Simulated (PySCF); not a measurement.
First SCF of a structure search on quintet CoO2(OH), at a hand-made T-shaped (ligand arrangement 1) (heavy-atom frame) geometry. PySCF input:

```python
from pyscf import gto, scf, dft
mol = gto.M(atom='''
Co     0.000000     0.000000     0.000000
O      0.000000     0.000000     1.600000
O      1.599000     0.000000     0.055800
O     -1.738900     0.000000     0.060700
H     -2.355600     0.735400     0.082300''',
    basis={'Co': 'def2-TZVP', 'O': 'def2-TZVP', 'H': 'def2-TZVP'},
    charge=0, spin=4)
mf = dft.UKS(mol, xc='PBE0')
mf.grids.atom_grid = (50, 194)
aux = {'Co': 'def2-universal-JKFIT', 'O': 'def2-universal-JKFIT', 'H': 'def2-universal-JKFIT'}
mf = mf.density_fit(auxbasis=aux)
mf.conv_tol = 1e-08
mf.diis_space = 10
mf.max_cycle = 60
mf.init_guess = 'minao'
mf.verbose = 4
mf.kernel()
```

Excerpt of the output (cycles alone):

```
init E= -1607.65946087279
cycle= 1 E= -1591.52937079431  delta_E= 16.1  |g|= 5.73  |ddm|= 20.6
cycle= 2 E= -1520.7160011001  delta_E= 70.8  |g|= 16.4  |ddm|= 23.4
cycle= 3 E= -1578.70499984839  delta_E=  -58  |g|= 10.9  |ddm|= 9.31
cycle= 4 E= -1588.01449516607  delta_E= -9.31  |g|= 8.76  |ddm|= 3.71
cycle= 5 E= -1589.48159752804  delta_E= -1.47  |g|= 7.68  |ddm|= 4.08
cycle= 6 E= -1595.69593521331  delta_E= -6.21  |g|= 6.56  |ddm|= 3.62
cycle= 7 E= -1598.72157244211  delta_E= -3.03  |g|= 5.37  |ddm|= 2.92
cycle= 8 E= -1603.94667375868  delta_E= -5.23  |g|= 4.12  |ddm|= 1.81
cycle= 9 E= -1602.95153065793  delta_E= 0.995  |g|= 4.13  |ddm|= 1.45
cycle= 10 E= -1604.85704076327  delta_E= -1.91  |g|=  3.6  |ddm|= 1.54
cycle= 11 E= -1606.65352882956  delta_E= -1.8  |g|= 2.76  |ddm|= 0.673
cycle= 12 E= -1594.51204934628  delta_E= 12.1  |g|=  5.6  |ddm|= 9.59
cycle= 13 E= -1606.19796626671  delta_E= -11.7  |g|= 3.12  |ddm|=  9.6
... 13 lines left out ...
cycle= 27 E= -1608.53547120029  delta_E= -7.25e-07  |g|= 0.000284  |ddm|= 0.00168
cycle= 28 E= -1608.53547143613  delta_E= -2.36e-07  |g|= 0.000148  |ddm|= 0.000853
cycle= 29 E= -1608.53547156251  delta_E= -1.26e-07  |g|= 0.000136  |ddm|= 0.000611
cycle= 30 E= -1608.53547170158  delta_E= -1.39e-07  |g|= 7.43e-05  |ddm|= 0.000879
cycle= 31 E= -1608.53547177408  delta_E= -7.25e-08  |g|= 7.2e-05  |ddm|= 0.000644
cycle= 32 E= -1608.53547184396  delta_E= -6.99e-08  |g|= 5.11e-05  |ddm|= 0.000815
cycle= 33 E= -1608.53547187979  delta_E= -3.58e-08  |g|= 3.26e-05  |ddm|= 0.000671
cycle= 34 E= -1608.53547188895  delta_E= -9.16e-09  |g|= 2.63e-05  |ddm|= 0.000273
Extra cycle  E= -1608.53547188977  delta_E= -8.24e-10  |g|= 5.64e-05  |ddm|= 6.7e-05
converged SCF energy = -1608.53547188977  <S^2> = 6.0449298  2S+1 = 5.0179397
```

No lower solution of this spin was found from smeared starts or by a stability analysis within the unrestricted form.

With open d or f shells other occupations or spin states may lie lower.

The search for the lowest solution, 3 starts and the stability check together, took 21 s on 4 threads of a shared Intel Xeon 6975P-C (Granite Rapids) host, with 144 basis functions; the process peaked at 0.66 GiB.
